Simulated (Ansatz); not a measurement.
Mulliken charges of `O=CCB(F)F` from PBE/def2-TZVPP in Ansatz (PBE0-D4/def2-TZVP geometry).

| atom | x (Å) | y (Å) | z (Å) | charge (e) |
| --- | --- | --- | --- | --- |
| O1 | -0.946 | -2.067 | 0.335 | -0.210 |
| C2 | -0.281 | -1.268 | -0.261 | 0.068 |
| C3 | 0.419 | -0.111 | 0.390 | -0.144 |
| B4 | -0.120 | 1.284 | -0.080 | 0.412 |
| F5 | -0.535 | 1.480 | -1.318 | -0.194 |
| F6 | -0.154 | 2.318 | 0.733 | -0.183 |
| H7 | -0.155 | -1.340 | -1.361 | 0.055 |
| H8 | 0.388 | -0.208 | 1.476 | 0.101 |
| H9 | 1.472 | -0.134 | 0.069 | 0.095 |

Problem. By hand: the dipole of these point charges (1 e Å = 4.8032 D).

Solution. Σ q r = (0.372, 0.074, 0.025) e Å, of length 0.380 e Å = 1.83 D.

Problem. How does the dipole of the full density compare? (Best estimate.)

Solution. Computed: (0.413, 0.163, -0.092) e Å, 2.18 D; the point charges give 0.84 times that, at 19° from its direction.

Point charges leave out the atoms' own dipoles, such as those of lone pairs, and Mulliken's split depends on the basis, so the two needn't agree.
